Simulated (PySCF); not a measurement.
Problem. Write Cartesian coordinates for InChI=1S/C6H15PS/c1-4-7(8,5-2)6-3/h4-6H2,1-3H3 as optimised with PBE0-D3(BJ)/def2-SVP.

Solution. 
```xyz
23
C6H15PS angstrom
C      2.8743    0.3621    0.6817
C      1.9643   -0.4344   -0.2385
P      0.4210   -0.9876    0.5828
S      0.7199   -2.0613    2.1897
C     -0.4848   -1.8685   -0.7457
C     -1.8408   -2.3864   -0.2954
C     -0.5441    0.5327    0.9335
C     -0.8578    1.4393   -0.2453
H      3.0450   -0.1933    1.6163
H      2.4370    1.3381    0.9432
H      3.8476    0.5510    0.2048
H      1.6971    0.1286   -1.1491
H      2.4569   -1.3652   -0.5645
H     -0.5642   -1.2008   -1.6205
H      0.1766   -2.7030   -1.0311
H     -2.5417   -1.5638   -0.0843
H     -2.2968   -3.0205   -1.0701
H     -1.7316   -2.9811    0.6240
H      0.0298    1.0558    1.7154
H     -1.4585    0.1748    1.4334
H     -1.4187    2.3256    0.0882
H      0.0557    1.8008   -0.7422
H     -1.4739    0.9311   -1.0028
```

Orientation and origin are arbitrary. Atoms count from 1 in this order. All 3 C–C bonds measure 1.520 Å. P3 (phosphorus bonded to 3 C and S) is distorted tetrahedral (angles from 103.7° to 114.0°). Of the pairs four or more bonds apart, H12···H22 is among the closest relative to their van der Waals radii: 2.38 Å, 99 % of the sum of Bondi's values. All 3 C–P bonds measure 1.833 to 1.835 Å.

Bonds between heavy atoms (Å): C1–C2 1.520, C2–P3 1.834, P3=S4 1.956, P3–C5 1.833, C5–C6 1.520, P3–C7 1.835, C7–C8 1.520.

Computed, not measured: PBE0-D3(BJ)/def2-SVP geometry optimisation, gas phase (PySCF 2.14.0).

Point group: near Cs, missed by 0.10 Å at most; the miss may be what the optimiser left on a soft mode. No PBE0-D3(BJ)/def2-SVP frequencies stand behind this structure, so it isn't proved a minimum. One conformer, not necessarily the lowest (C1–C2–P3–S4 -57°, C2–P3–C5–C6 -178°, C2–P3–C7–C8 56°).
